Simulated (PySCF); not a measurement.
Calculation: TPSSh-D3(BJ)/def2-TZVP // PBE0-D3(BJ)/def2-TZVP (PySCF). All species are isolated molecules in the gas phase. Excitations are Tamm–Dancoff values on a coarser integration grid. The basis has no diffuse functions, so Rydberg states are missing or too high.

Reference species (SMILES): `C#CN=C` (neutral, multiplicity 1).

- S1–T1 gap (TDA): 0.47 eV
- HOMO–LUMO gap: 4.33 eV
- T1 excitation (TDA): 3.21 eV

Changed species: `N=C=C=C`.

### Question
Give the shifts of the S1–T1 gap (TDA), HOMO–LUMO gap and T1 excitation (TDA).

### Answer
the S1–T1 gap (TDA) increases by 0.02 eV, to 0.49 eV; the HOMO–LUMO gap falls by 0.81 eV, to 3.52 eV; the T1 excitation (TDA) decreases by 0.86 eV, to 2.35 eV.
